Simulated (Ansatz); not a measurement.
`CSC(F)[SiH3]` and `F[CH]([AlH2])[SiH3]` differ in one atom or group.

Ansatz, PBE0-D4/def2-TZVP geometries, multiplicity 1. Each molecule was computed in one conformer, which needn't be the lowest.

```csv
property,`CSC(F)[SiH3]`
LUMO energy (PBE/def2-TZVPP) / eV,-0.59
HOMO energy (B3LYP/def2-TZVPP) / eV,-6.80
size of the dipole moment (ωB97M-V/def2-TZVPP) / D,1.82
size of the dipole moment (PBE/def2-TZVPP) / D,1.79
LUMO energy (PBE0/def2-TZVPP) / eV,0.31
size of the dipole moment (B3LYP/def2-TZVPP) / D,1.83
```

(1) What does the change do to each property? (Estimate.)

## Answers

(1) Ansatz gave: 
| property | `F[CH]([AlH2])[SiH3]` | shift |
| --- | --- | --- |
| LUMO energy (PBE/def2-TZVPP) / eV | -2.48 | -1.89 |
| HOMO energy (B3LYP/def2-TZVPP) / eV | -7.50 | -0.70 |
| size of the dipole moment (ωB97M-V/def2-TZVPP) / D | 1.35 | -0.47 |
| size of the dipole moment (PBE/def2-TZVPP) / D | 1.20 | -0.59 |
| LUMO energy (PBE0/def2-TZVPP) / eV | -1.71 | -2.02 |
| size of the dipole moment (B3LYP/def2-TZVPP) / D | 1.35 | -0.48 |

With PBE0 the HOMO falls by 0.68 eV and the LUMO falls by 2.02 eV, so the gap narrows by about 1.34 eV. PBE moves the HOMO by -0.55 eV and ωB97M-V by -0.68 eV. Dipoles are sizes alone; their direction can turn.

B3LYP here is the variant with VWN-RPA as its local correlation; programs differ in this.
